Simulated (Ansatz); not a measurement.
Consider the formal exchange of groups at the Si–C bond: `C#C[SiH2][CH](F)[AlH2]` + `CC` → `C#C[SiH3]` + `CC[CH](F)[AlH2]`.

Gas-phase electronic energies from Ansatz, PBE0-D4/def2-TZVP geometries. CCSD(T)/CBS adds triple-zeta CCSD(T) − MP2 to the extrapolated MP2 energy (def2 sets, frozen cores). This one scheme is used for every species. Functionals use def2-TZVPP. One conformer a species, not always the lowest.

```tsv
level	ΔE (kJ/mol)
B2PLYP	40.3
PBE	52.9
r2SCAN	55.8
PBE0	51.9
SCS-MP2/def2-TZVPP	40.6
HF/def2-QZVPP	23.0
HF/CBS(def2)	23.1
CCSD/CBS(def2)	42.5
```

(1) What does CCSD(T)/CBS give? (Best estimate.)

Largest T1 diagnostic among the species: 0.013.

Answers

(1) Computed: +46.8 kJ/mol. The listed levels differ from it by -6.5, 6.1, 9.0, 5.1, -6.2, -23.8, -23.7, -4.3 kJ/mol.

The D4 term adds +8.9 kJ/mol with B3LYP and +4.7 kJ/mol with PBE0; it sums over pairs of atoms, weighted by their polarisabilities, and B3LYP, whose exchange is more repulsive, gets the larger term. In def2-TZVPP, CCSD(T) changes the Hartree–Fock value by +21.8 kJ/mol (the triples alone add +4.3 kJ/mol) and MP2 by +23.9 kJ/mol.

B3LYP here is the variant with VWN-RPA as its local correlation; programs differ in this.
